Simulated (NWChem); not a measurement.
System meant: SiH$_{4}$SeO; SMILES O[SiH2][SeH]

Here is an NWChem input.

```
start job
memory heap 200 mb stack 900 mb global 1100 mb
geometry units angstroms noautoz
  Si    -0.492878     1.118303     0.029077
  O      0.800586     2.160314     0.003290
  Se     0.108033    -1.081990    -0.079050
  H     -1.206958     1.426669     1.293554
  H     -1.387843     1.267962    -1.156856
  H      1.435390     2.036399    -0.709613
  H      0.808142    -1.045397     1.215579
end
basis spherical
  * library def2-svp
end
dft
  odft
  mult 2
  xc pbe0
  iterations 150
  mulliken
end
task dft energy
```

End of the output:

```
 Summary of "ao basis" -> "" (spherical)
 ------------------------------------------------------------------------------
       Tag                 Description            Shells   Functions and Types
 ---------------- ------------------------------  ------  ---------------------
 *                          def2-svp                  on all atoms

                                 NWChem DFT Module
                                 -----------------

 Summary of "ao basis" -> "ao basis" (spherical)
 ------------------------------------------------------------------------------
       Tag                 Description            Shells   Functions and Types
 ---------------- ------------------------------  ------  ---------------------
 Si                         def2-svp                 8       18   4s3p1d
 O                          def2-svp                 6       14   3s2p1d
 Se                         def2-svp                12       32   5s4p3d
 H                          def2-svp                 3        5   2s1p

 Summary of "ao basis" -> "ao basis" (spherical)
 ------------------------------------------------------------------------------
       Tag                 Description            Shells   Functions and Types
 ---------------- ------------------------------  ------  ---------------------
 Si                         def2-svp                 8       18   4s3p1d
 O                          def2-svp                 6       14   3s2p1d
 Se                         def2-svp                12       32   5s4p3d
 H                          def2-svp                 3        5   2s1p

  number of electrons :                   60
  multiplicity        :                    2
 ------------------------------------------------------------------------
  no. of electrons and multiplicity not compatible                  60
 ------------------------------------------------------------------------
 ------------------------------------------------------------------------
  current input line :
    22: task dft energy
 ------------------------------------------------------------------------
 ------------------------------------------------------------------------
 There is an error in the input file
 ------------------------------------------------------------------------
 For more information see the NWChem manual at https://nwchemgit.github.io

0: no. of electrons and multiplicity not compatible:Received an Error in Communication
```

**Question.** Find the fault in this run and fix the input.

**Answer.** The program refused the input. Cause: the multiplicity doesn't fit the number of electrons (an even count wants an odd multiplicity, and the reverse). This input runs:
```
start job
memory heap 200 mb stack 900 mb global 1100 mb
geometry units angstroms noautoz
  Si    -0.492878     1.118303     0.029077
  O      0.800586     2.160314     0.003290
  Se     0.108033    -1.081990    -0.079050
  H     -1.206958     1.426669     1.293554
  H     -1.387843     1.267962    -1.156856
  H      1.435390     2.036399    -0.709613
  H      0.808142    -1.045397     1.215579
end
basis spherical
  * library def2-svp
end
dft
  xc pbe0
  iterations 150
  mulliken
end
task dft energy
```
It converges to -2767.80315 Ha (PBE0/def2-SVP).
